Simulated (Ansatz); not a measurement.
Species: GeF, charge 0, doublet. GeF (SMILES [F][Ge], doublet).
B3LYP-D3(BJ)/def2-TZVP minimum from Ansatz (an electronic-structure program):
```
F
Ge 1 1.7699
```
Charge 0, spin multiplicity 2.

Total energies in cc-pVTZ, 11 correlated electrons, 15 frozen orbitals. Open shells are spin-unrestricted; no spin-orbit coupling. Correlated methods leave the cores frozen (noble-gas shells, and filled d and f shells in the p block). No relativity.

```tsv
method	program	energy (Eh)	minus CCSDT(Q) (mEh)
HF	Ansatz	-2174.88902	347.05
MP2	Ansatz	-2175.21465	21.42
CCSD	Ansatz	-2175.22405	12.02
CCSD(T)	Ansatz	-2175.23512	0.96
CCSDT(Q)	Ansatz	-2175.23607	0.00
```

Rough core times of Ansatz's runs on a shared machine: CCSD(T) under 20 s, CCSDT(Q) 2 min.
